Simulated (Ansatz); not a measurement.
CCl$_{3}$GeN, SMILES `N#[C][Ge]([Cl])([Cl])[Cl]`. Total charge 0; spin multiplicity 1. The geometry is a stationary point of PBE0-D4/def2-TZVP.

```xyz
6

N    -0.009   -2.565   -0.087
C    -0.005   -1.415   -0.048
Ge    0.002    0.492    0.017
Cl    1.821    1.184   -0.800
Cl   -0.177    1.096    2.031
Cl   -1.631    1.208   -1.113
```

(1) What is the dipole moment at PBE/def2-TZVPP? (An estimate is asked.)

(2) And with r2SCAN, B3LYP, ωB97M-V? (Estimate.)

(3) Give the Mulliken charges with PBE, r2SCAN, ωB97M-V in def2-TZVPP. (An estimate is asked.)

## Answers

(1) Computed: 2.16 D, with components (0.01, 2.16, 0.07) D in this frame, pointing from negative to positive charge.

(2) Computed: r2SCAN 2.17 D, B3LYP 2.22 D, ωB97M-V 2.21 D.

(3) Computed: 
| atom | PBE | r2SCAN | ωB97M-V |
| --- | --- | --- | --- |
| N1 | 0.05 | -0.05 | -0.01 |
| C2 | -0.17 | -0.09 | -0.13 |
| Ge3 | 0.68 | 0.78 | 0.67 |
| Cl4 | -0.19 | -0.21 | -0.17 |
| Cl5 | -0.19 | -0.21 | -0.17 |
| Cl6 | -0.19 | -0.21 | -0.17 |

B3LYP here is the variant with VWN-RPA as its local correlation; programs differ in this.
